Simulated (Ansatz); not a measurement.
`B[C](F)(Cl)[GeH3]`, relaxed with RKS PBE-D4/def2-SVP in Ansatz 0.2.0 from a rough embedded geometry. The force threshold is 0.03 eV/Å; the program also tests the step.

Charge 0, multiplicity 1.

Start:

```xyz
10

B    -1.071    0.918   -0.611
C    -0.192    0.468    0.579
F     0.572    1.538    1.074
Cl   -1.274   -0.211    1.850
Ge    0.959   -0.967   -0.026
H    -1.030    2.111   -0.996
H    -1.828    0.213   -1.194
H     1.815   -1.495    1.123
H     1.918   -0.436   -1.205
H     0.130   -2.140   -0.595
```

| step | energy (eV) | largest force (eV/Å) | largest move (Å) |
| --- | --- | --- | --- |
| 1 | -73517.6805 | 1.852 | 0.000 |
| 2 | -73517.8306 | 0.783 | 0.089 |
| 3 | -73517.8685 | 0.379 | 0.050 |
| 4 | -73517.8758 | 0.274 | 0.074 |
| 5 | -73517.8817 | 0.142 | 0.026 |
| 6 | -73517.8982 | 0.218 | 0.103 |
| 7 | -73517.9416 | 0.313 | 0.195 |
| 8 | -73518.0005 | 0.556 | 0.193 |
| 9 | -73518.0798 | 0.810 | 0.195 |
| 10 | -73518.1004 | 0.894 | 0.052 |
| 11 | -73518.1336 | 0.394 | 0.078 |
| 12 (rejected) | -73518.1264 | 0.379 | 0.200 |
| 13 | -73518.1466 | 0.125 | 0.099 |
| 14 | -73518.1472 | 0.083 | 0.035 |
| 15 | -73518.1481 | 0.017 | 0.014 |

End:

```xyz
10

B    -1.277    0.984   -0.451
C     0.073    0.581    0.236
F     0.812    1.528    0.839
Cl   -1.464    0.090    1.422
Ge    1.114   -1.098   -0.046
H    -1.625    2.142   -0.360
H    -1.762    0.224   -1.263
H     1.770   -1.513    1.292
H     2.206   -0.757   -1.090
H     0.153   -2.181   -0.579
```

Hardware: 4 threads of an Arm Neoverse V2 on a shared host. Wall time 24 s, peak host memory 0.19 GiB.
